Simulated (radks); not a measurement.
Results of a calculation; reference values are marked as such.
Problem. Valence configurations of Tc (all share [Kr]). Code: a radial shooting solver on a logarithmic mesh with Libxc functionals. Model: Dirac Kohn-Sham, LDA (Slater exchange, Perdew-Wang correlation), spin-unpolarised, spherical densities, finite nucleus; open shells fill j = l - 1/2 first; Fermi nuclear charge, rms radius 4.4112 fm. Order these by energy: 4d7; 4d3 5s2 5p2; 4d5 5s1.5 5p0.5; 4d5 5p2; 4d5 5s2; 4d4.5 5s2 5p0.5; 4d4 5s1 5p2; 4d5 5s1 5p1; 4d4 5s2 5p1; 4d5.5 5s1.5.

Solution. From the lowest, in eV above it: 4d5.5 5s1.5 0.000; 4d7 0.221; 4d5 5s2 0.518; 4d5 5s1.5 5p0.5 2.352; 4d4.5 5s2 5p0.5 3.333; 4d5 5s1 5p1 4.233; 4d4 5s2 5p1 6.795; 4d5 5p2 8.137; 4d4 5s1 5p2 11.099; 4d3 5s2 5p2 16.116. NIST lists [Kr] 4d5 5s2 as the ground configuration; this level of theory puts 4d5.5 5s1.5 lower, by 0.518 eV. The energies are those of spherical spin-averaged densities, not of single terms.
